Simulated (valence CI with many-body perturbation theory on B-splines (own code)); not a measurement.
# Ho LXI: magnetic and hyperfine properties of the levels

Calculated by valence CI with perturbative core correlation (CI+MBPT): five valence electrons over a frozen Dirac-Fock core [He], radial functions for each j: 11 s, 11 p, 10 d, 8 f, 5 g, 2 h, with the one-electron correlation potential Σ1, the two-electron term Σ2, the three-electron term Σ3, Breit, model QED; selected CI, second order for the rest, scaled by the run's own slope (own B-spline code, finite nucleus).

No measured spectrum was set against this ion. As an estimate, large intervals hold to a few tenths of a per cent, small ones and those within an open d or f shell to about a per cent. Among the levels kept, up to 7300 cm⁻¹ of a level comes from second order outside the variational space, and about a tenth of that is noise between levels of different J, which matters for small intervals.

A/g_I is the dipole constant over the nuclear g factor μ/I (μ in nuclear magnetons, uniformly magnetised nucleus), B/Q the quadrupole constant per barn. Both hold the static response of the core; the bare values leave it out. Large factors of s and p1/2 electrons are usually good to 5 to 10 %; those of open d and f shells near neutrality can be off by tens of per cent, and small factors of p3/2, d and f electrons come from cancelling terms and can be off by a factor of two or in sign, in half-filled shells by more. B is blank for J = 1/2, where it vanishes, and for nearly pure S terms. Energies count from the lowest level.

Levels are named by their leading jj configuration (3d3/2^4 stands for four electrons in 3d with j = 3/2), which in mixed levels can hold well under half, so a name can repeat and another be missing. Letters in brackets count levels of one name in rising energy.

```
                             Level  E (eV)      g  A/g_I (MHz)  A/g_I bare  B/Q (MHz/b)  B/Q bare
        (2s^2 2p1/2^2 2p3/2) J=3/2     0.0  1.325       588000      602000      1130000   1130000
        (2s^2 2p1/2 2p3/2^2) J=3/2   874.1  1.438      -232000     -211000        79700     79800
        (2s^2 2p1/2 2p3/2^2) J=5/2   896.6  1.169      1440000     1450000        -3630     -3640
        (2s^2 2p1/2 2p3/2^2) J=1/2   941.1  0.626      4790000     4770000                       
        (2s 2p1/2^2 2p3/2^2) J=5/2  1171.2  1.454      3400000     3380000       184000    185000
        (2s 2p1/2^2 2p3/2^2) J=1/2  1263.8  2.020     1.46e+07    1.44e+07                       
        (2s 2p1/2^2 2p3/2^2) J=3/2  1265.1  1.177     -2210000    -2150000      -160000   -160000
              (2s^2 2p3/2^3) J=3/2  1817.0  1.288       614000      627000     -1210000  -1210000
      (2s 2p1/2 2p3/2^3) J=3/2 [a]  2069.7  1.583      3440000     3420000      -912000   -914000
          (2s 2p1/2 2p3/2^3) J=5/2  2108.5  1.284      4270000     4240000     -1360000  -1360000
          (2s 2p1/2 2p3/2^3) J=1/2  2162.9  1.363     -5400000    -5300000                       
      (2s 2p1/2 2p3/2^3) J=3/2 [b]  2172.3  1.020       157000      186000      -336000   -337000
           (2p1/2^2 2p3/2^3) J=3/2  2500.3  1.305       571000      598000     -1160000  -1170000
                (2s 2p3/2^4) J=1/2  3054.2  1.857     1.47e+07    1.45e+07                       
             (2p1/2 2p3/2^4) J=1/2  3401.1  0.626      4800000     4770000                       
           (2s^2 2p1/2^2 3s) J=1/2  7190.7  1.998      4190000     4160000                       
        (2s^2 2p1/2^2 3p1/2) J=1/2  7280.8  0.649      1400000     1390000                       
        (2s^2 2p1/2^2 3p3/2) J=3/2  7553.8  1.324       172000      177000       334000    334000
        (2s^2 2p1/2^2 3d3/2) J=3/2  7634.8  0.784       101000      101000        57100     57600
        (2s^2 2p1/2^2 3d5/2) J=5/2  7715.0  1.191        36000       36100        52000     52700
   (2s^2 2p1/2 2p3/2 3s) J=3/2 [a]  8076.5  1.658       956000      961000       739000    741000
       (2s^2 2p1/2 2p3/2 3s) J=1/2  8085.7  1.297     -1990000    -1950000                       
       (2s^2 2p1/2 2p3/2 3s) J=5/2  8095.6  1.314      2170000     2170000      1090000   1090000
   (2s^2 2p1/2 2p3/2 3s) J=3/2 [b]  8101.5  0.961      1300000     1310000       652000    653000
    (2s^2 2p1/2 2p3/2 3p1/2) J=1/2  8165.6  1.730     -1060000    -1030000                       
(2s^2 2p1/2 2p3/2 3p1/2) J=3/2 [a]  8171.7  1.132       983000      991000       229000    230000
    (2s^2 2p1/2 2p3/2 3p1/2) J=5/2  8185.0  1.052      1610000     1610000      1080000   1080000
(2s^2 2p1/2 2p3/2 3p1/2) J=3/2 [b]  8220.1  1.313       904000      917000      1120000   1120000
       (2s 2p1/2^2 2p3/2 3s) J=5/2  8334.1  1.598      3990000     3960000      1140000   1150000
   (2s 2p1/2^2 2p3/2 3s) J=3/2 [a]  8360.5  1.442      4560000     4530000       612000    613000
       (2s 2p1/2^2 2p3/2 3s) J=1/2  8413.4  1.033     -4070000    -3990000                       
   (2s 2p1/2^2 2p3/2 3s) J=3/2 [b]  8425.7  1.358      -995000     -959000       813000    814000
(2s^2 2p1/2 2p3/2 3p3/2) J=5/2 [a]  8432.6  1.413       -85300      -73000      1170000   1170000
(2s 2p1/2^2 2p3/2 3p1/2) J=3/2 [a]  8434.4  1.680      4660000     4640000       776000    777000
    (2s 2p1/2^2 2p3/2 3p1/2) J=5/2  8435.4  1.345      3530000     3510000      1100000   1100000
(2s^2 2p1/2 2p3/2 3p3/2) J=3/2 [a]  8440.1  1.157      1380000     1390000      -719000   -720000
(2s^2 2p1/2 2p3/2 3p3/2) J=1/2 [a]  8440.9  1.332     -1930000    -1900000                       
    (2s^2 2p1/2 2p3/2 3p3/2) J=7/2  8447.0  1.221      1020000     1030000      1440000   1440000
(2s^2 2p1/2 2p3/2 3p3/2) J=3/2 [b]  8468.3  1.401       -35100      -19600       202000    202000
(2s^2 2p1/2 2p3/2 3p3/2) J=5/2 [b]  8472.5  1.182      1260000     1260000       134000    134000
```
